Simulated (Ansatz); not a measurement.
`[OH][Al]([Br])[Br]` + CH₄ → `[CH3][Al]([Br])[Br]` + H₂O  (formal exchange of groups at the Al–O bond)

Program: Ansatz. Geometries: PBE0-D4/def2-TZVP. ΔE: electronic, gas phase. CCSD(T)/CBS is the MP2 limit (def2-TZVPP, def2-QZVPP) plus CCSD(T) − MP2 in def2-TZVPP, frozen cores. This one scheme is used for every species. Functionals use def2-TZVPP. HSE06 is defined as in plane-wave codes. For Br outer-core shells are correlated without core-valence functions, which leaves a few kJ/mol of doubt a bond. Scalar relativity is left out up to krypton. Each species was taken in one conformer, which may not be the lowest.

(1) Is it downhill or uphill in electronic energy at CCSD(T)/CBS, and by how much? (Best estimate.)

(2) What do these levels give: HSE06-D4, B2PLYP, PBE, PBE0, SCS-MP2/def2-QZVPP, MP2/CBS(def2)? (An estimate is asked.)

Largest T1 diagnostic among the species: 0.008.

Answers

(1) The calculation gave: Uphill: ΔE = +30.5 kcal/mol.

(2) Computed: HSE06-D4 29.2, B2PLYP 32.6, PBE 29.3, PBE0 29.6, SCS-MP2/def2-QZVPP 32.1, MP2/CBS(def2) 31.0 kcal/mol.

Leaving LDA and LC-ωPBE aside and taking each functional with its dispersion term where it has one, the values, not all of them listed here, spread over 3.7 kcal/mol, from PBE-D4 to BHLYP-D4. At CCSD(T), def2-SVP lies +2.8 kcal/mol from the extrapolated value and def2-TZVPP +0.8 kcal/mol. In def2-TZVPP, CCSD(T) changes the Hartree–Fock value by −3.0 kcal/mol (the triples alone add −0.4 kcal/mol) and MP2 by −2.5 kcal/mol.
